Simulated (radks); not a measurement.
Values are calculated unless marked as measured or tabulated.
Excited configurations of As3+: one electron is placed in a higher orbital outside [Ar] 3d10 4s1. The ground configuration is [Ar] 3d10 4s2. Code: a radial shooting solver on a logarithmic mesh with Libxc functionals. Model: scalar-relativistic Kohn-Sham, PBE, spin-polarised, spherical densities, finite nucleus; open shells are filled with parallel spins first; Fermi nuclear charge, rms radius 4.0968 fm. Excitation = E - E(ground); binding = E(ion) - E, where the ion is the core of charge +4; n* = 4/sqrt(2 binding) in atomic units, and the quantum defect is n - n*.

| outer orbital | excitation (eV) | binding (eV) | n* | quantum defect | eigenvalue (eV) | <r> (bohr) |
|---|---|---|---|---|---|---|
| 4d | 25.925 | 24.310 | 2.992 | 1.008 | -20.608 | 2.729 |
| 4f | 35.838 | 14.397 | 3.889 | 0.111 | -12.118 | 4.162 |
| 5s | 27.251 | 22.984 | 3.078 | 1.922 | -20.557 | 3.674 |
| 5d | 36.351 | 13.884 | 3.960 | 1.040 | -12.247 | 5.357 |
| 5f | 40.660 | 9.575 | 4.768 | 0.232 | -8.337 | 7.234 |
| 6s | 36.862 | 13.373 | 4.035 | 1.965 | -11.975 | 6.311 |
| 6f | 43.516 | 6.718 | 5.692 | 0.308 | -5.967 | 11.03 |
| 7s | 41.486 | 8.749 | 4.988 | 2.012 | -7.898 | 9.634 |
| 7p | 42.397 | 7.838 | 5.270 | 1.730 | -7.059 | 10.54 |

Estimate the row for 6d.

Answer. excitation (eV) 41.238; binding (eV) 8.997; n* 4.919; quantum defect 1.081; eigenvalue (eV) -8.034; <r> (bohr) 8.637. The Delta-SCF ionisation energy is 50.235 eV (NIST Atomic Spectra Database: 50.2 eV, measured). Self-interaction in the functional shifts the binding energies and quantum defects, so they are the method's values and not measured ones.
